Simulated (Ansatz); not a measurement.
Two isomers of CH6N2OSi: A = `NC1(O)N[SiH2]1`, B = `N[Si]1(O)CN1`.

Isolated molecules relaxed with PBE0-D4/def2-TZVP in Ansatz; ΔE leaves out vibrations. CCSD(T)/CBS adds triple-zeta CCSD(T) − MP2 to the extrapolated MP2 energy (def2 sets, frozen cores). Functionals use def2-TZVPP. B3LYP here is the variant with VWN-RPA as its local correlation; programs differ in this. Each species was taken in one conformer, which may not be the lowest.

A:

Z-matrix (Å, degrees):
```
C
O 1 1.401
N 1 1.462 2 112.9
N 1 1.420 2 112.1 3 133.5
Si 1 1.859 2 126.9 3 -71.0
H 2 0.963 1 106.6 3 16.9
H 3 1.011 1 116.2 2 117.7
H 4 1.012 1 110.5 2 69.5
H 4 1.018 1 109.3 2 -48.2
H 5 1.481 1 124.0 2 4.5
H 5 1.481 1 120.5 2 -156.2
```

B:

```xyz
11

N    -1.756    0.423    0.066
Si   -0.078    0.276   -0.144
O     0.449    1.583   -0.979
C     1.178   -0.590    0.838
N     0.486   -1.297   -0.326
H    -2.175    1.294    0.347
H    -2.277   -0.373    0.397
H    -0.123    1.889   -1.685
H     2.220   -0.312    0.671
H     1.032   -1.080    1.799
H     1.044   -1.813   -0.985
```

Problem. Which is lower in electronic energy at CCSD(T)/CBS, and by how much? (An estimate is asked.)

Solution. Computed: B, by 65.6 kcal/mol.

Problem. Give E(B) − E(A) in kcal/mol with CCSD(T)/def2-TZVPP, PBE0-D4, B3LYP-D4, B2PLYP, HF/def2-TZVPP, MP2/def2-TZVPP, ωB97M-V. (Best estimate.)

Solution. Computed: CCSD(T)/def2-TZVPP -64.4, PBE0-D4 -61.2, B3LYP-D4 -63.4, B2PLYP -65.2, HF/def2-TZVPP -68.8, MP2/def2-TZVPP -67.0, ωB97M-V -64.1. None reverses the order clearly.

Largest T1 diagnostic: 0.013.

In def2-TZVPP, CCSD(T) changes the Hartree–Fock value by +4.4 kcal/mol (the triples alone add +1.3 kcal/mol) and MP2 by +1.8 kcal/mol. From PBE to PBE0 (25 % exact exchange), in def2-TZVPP and without D4, E(B) − E(A) moves by −3.2 kcal/mol.
